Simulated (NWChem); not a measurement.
Molecule: SiH3O2I; SMILES O[SiH](O)I

```xyz
7

Si     0.0016     1.3429     0.3833
O     -1.4025     1.8762    -0.3055
O      1.3489     2.0475    -0.2576
I      0.0054    -1.0643    -0.0240
H      0.0656     1.6056     1.8371
H     -1.5518     2.8275    -0.2831
H      1.6087     1.7851    -1.1468
```
Atoms are numbered in this order, from 1.

Computed with NWChem. All runs use the structure optimised with PBE0/def2-SVP. def2 effective core potentials on I; no spin-orbit coupling. Level PBE/def2-SVP: energy and gradient on several grids; changes count from the extra-fine grid, which is no exact limit either.

Task: Which is the coarsest grid (medium; fine; xfine; coarse; xcoarse) from which on the energy stays within 500 μHa and each gradient component within 500 μHa/bohr of xfine?

Result: coarse.
```
grid     size of the energy change (μHa)  largest change of a gradient component (μHa/bohr)  time, medium = 1 (rough)
-------  -------------------------------  -------------------------------------------------  ------------------------
xcoarse                             5000                                               3000                   about 1
coarse                                50                                                200                   about 1
medium                              < 10                                                100                   about 1
fine                                < 10                                               < 30                   about 1
xfine                               < 10                                               < 30                         2
```
